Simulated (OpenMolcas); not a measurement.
## Levels of Re²⁺ by method

```json
{
 "Program": "OpenMolcas",
 "Basis": "ANO-RCC-VQZP [9s8p6d4f3g2h]",
 "Scalar Hamiltonian": "DKH2, point nucleus",
 "Active space": "5 electrons in 5 orbitals (5d)",
 "State averaging": "2S+1 = 6 even, 1 root; 2S+1 = 4 even, 24 roots; 2S+1 = 2 even, 75 roots",
 "Spin-orbit coupling": "state interaction with AMFI integrals over the reference wave functions, term energies averaged over their components"
}
```

Methods on the same reference wave functions:
A. CASSCF
B. SS-CASPT2, IPEA 0.25 Eh, imaginary shift 0.1 Eh (closed shells correlated: 5s 5p)
C. MS-CASPT2, IPEA 0.25 Eh, imaginary shift 0.1 Eh (closed shells correlated: 5s 5p)

Energies in cm⁻¹ above 5d⁵ ⁶S_5/2, the measured ground level; measured values from the list in Brasseur, Gamrath and Quinet, At. Data Nucl. Data Tables 157, 101636 (2024).

```csv
Level,A,B,C,Measured
5d⁵ ⁶S_5/2,0.0,0.0,0.0,0.0
5d⁵ ⁴G_7/2 [70 %],22692,18370,18370,16890
5d⁵ ⁴G_11/2,23174,19240,19240,18020
5d⁵ ⁴G_9/2,23697,19750,19750,18346
5d⁵ ⁴P_1/2 [59 %],26274,20870,20870,
5d⁵ ⁴D_7/2 [73 %],28583,22790,22790,20453
5d⁵ ⁴D_1/2 [62 %],31370,25590,25590,
5d⁵ ²I_11/2,32562,28010,28010,26170
5d⁵ ²I_13/2,34751,30340,30340,28588
5d⁵ ²H_9/2 [51 %],41297,35110,35110,
5d⁵ ²F_5/2(2) [56 %],45211,37350,37350,
5d⁵ ²H_11/2 [75 %],46108,40680,40680,
5d⁵ ²F_7/2(2) [50 %],47747,39990,39990,
5d⁵ ²S_1/2,50474,41050,41050,
5d⁵ ²D_3/2(2),55820,46110,46110,
5d⁵ ²D_5/2(2) [71 %],58292,48900,48900,
5d⁵ ²G_9/2(2),61593,51850,51850,
5d⁵ ²G_7/2(2),62697,53060,53060,
5d⁵ ²P_3/2,72753,59130,59130,
5d⁵ ²P_1/2,75005,61590,61590,
5d⁵ ²D_5/2(3),80753,67040,67040,
5d⁵ ²D_3/2(3),82344,68650,68650,
```

Deviations, from unrounded energies. A percentage is the sum of absolute deviations over the sum of measured energies, with the sign that they share, or ± where signs differ.

```csv
Against measurement,Levels,A,B,C
mean absolute deviation (cm-1),6,6200,1700,1700
other terms of the ground configuration (%),6,+28.8,+7.8,+7.8
```

B, C lie about equally close to measurement and A furthest from it. The largest miss of B in the table is 5d⁵ ⁴D_7/2 [73 %], by +2300 cm-1. The ranking rests on the paired levels alone, and a cruder setting can come out closer through cancelling errors.

Between B and C no level of the table moves by more than 5 cm-1.

The two smallest mean deviations differ by little beside CASPT2's spread within terms, so their order carries little weight.

From A to B the spin-free energies of the other terms of 5d⁵ shown, above ⁶S, scale by factors of 0.77 to 0.85, as is usual when dynamic correlation screens the repulsion within a d or f shell.

The lowest spin-free term lies below A's lowest term by 0.341 hartree in B, 0.341 hartree in C.

CASPT2 breaks the degeneracy within a term, and the mean is taken; among the terms shown or strongly mixed into the levels shown the widest spread is 540 cm-1 (5d⁵ ²F(2), C). Configurations with an s electron lie low in 5d ions of this charge, fall among these levels and mix in, so low-spin terms can stand far too high, up to twice their true height, and weights are not those of the real levels. Without dynamic correlation excited terms often stand tens of per cent too high (terms of higher spin than the ground term too low), and those without a measured partner can miss by more than the paired ones (holds for A). Some levels mix across a computed gap that differs much from the measured one, so their mixing is not that of the real levels (holds for A). Blocks of more than 70 roots (2S+1 = 2 even) ran without multistate coupling (holds for C). The CASPT2 spread within a term exceeds the gap to the next term for 5d⁵ ⁴F and 5d⁵ ²F(1), so the order of their levels is uncertain, and so are names and mixing where such terms share a J (holds for C). Computed and measured levels are paired by configuration, term and J; levels that our copy of the source lacks, or whose pairing is in doubt (as where it misses far off the trend of its configuration), stay unpaired and out of the deviations. Levels of configurations outside the active space are missing. The table leaves out levels that lie high or whose names do not pair safely across all columns.

A share in square brackets marks a mixed level and gives the weight of the term that names it, the lowest over the columns. A number in round brackets counts repeated terms of one configuration in the order of the reference energies.
